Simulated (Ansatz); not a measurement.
**Ansatz input wanted**

[GeCl2]+ has 3 atoms, charge +1, and is taken as a doublet. As SMILES of the parent species, `Cl[Ge]Cl`. Geometry: relaxed at PBE0-D4/def2-TZVP. That shape belongs to the parent species and isn't relaxed for this state.

| atom | x (Å) | y (Å) | z (Å) |
| --- | --- | --- | --- |
| Cl | -0.0654 | -1.6817 | 0.4227 |
| Ge | -0.4212 | 0.0672 | -0.8320 |
| Cl | 0.4866 | 1.6145 | 0.4093 |

Settings wanted:

```yaml
basis_set: aug-cc-pVDZ
core_potential: none
integral_approximation: none
task: energy
method: DFT
functional: PBE-QIDH
dispersion: none
reference: UKS
accuracy: high
frozen_core_orbitals: 19
```

**Question.** Write the Ansatz 0.2.0 input and the command.

**Answer.** One that was run (others would do as well):

job.yaml:
```yaml
crystal:
  periodic: [false, false, false]
  atoms:
    - symbol: Cl
      position_ang: [-0.065420, -1.681680, 0.422740]
    - symbol: Ge
      position_ang: [-0.421210, 0.067170, -0.832020]
    - symbol: Cl
      position_ang: [0.486630, 1.614500, 0.409270]
basis:
  gaussian: {orbitals: aug-cc-pVDZ}
correlation: {frozen_orbitals: {Cl: 5, Ge: 9}}
total_charge: 1
hamiltonian: {xc: {name: PBE-QIDH}}
magnetization: {spin_polarized: true, initial_magnetization: 1}
output: {orbitals: {seedname: orbitals}}
accuracy: high
```

```bash
$ ansatz run job.yaml --threads 1 --pin off --max-ram 3480MiB --events-out events.jsonl --progress --plain --runs-dir runs
```

Calculated total energy: -2995.95016 Eh.
